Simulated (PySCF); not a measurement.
**How methods differ on the ionisation energy of Zn**

Zn [Ar] 3d10 4s2 (1S) → Zn⁺ [Ar] 3d10 4s1 (2S), as a difference of total energies. Calculation: PySCF 2.14, in 6-31G* (5s4p2d1f, 34 functions); the non-relativistic Hamiltonian (point nucleus). Correlated levels: valence: [Ar] frozen. The calculations carry no spin-orbit coupling.

| method | ionisation energy (eV) |
| --- | --- |
| UHF | 7.401 |
| B3LYP | 8.960 |
| PBE0 | 8.604 |
| CCSD (valence) | 8.445 |
| CCSD(T) (valence) | 8.484 |

Estimate what SCS-MP2 (valence) gives.

8.291 eV, closest to CCSD (valence) among the rows shown.

Estimate what MP2 (valence) gives.

8.231 eV, closest to CCSD (valence) among the rows shown.

These non-relativistic numbers lack the scalar-relativistic shift.

Errors of the correlated levels include the incompleteness of this basis and the frozen core.

For comparison: 9.394 eV (measured; NIST Atomic Spectra Database, ionization energies).
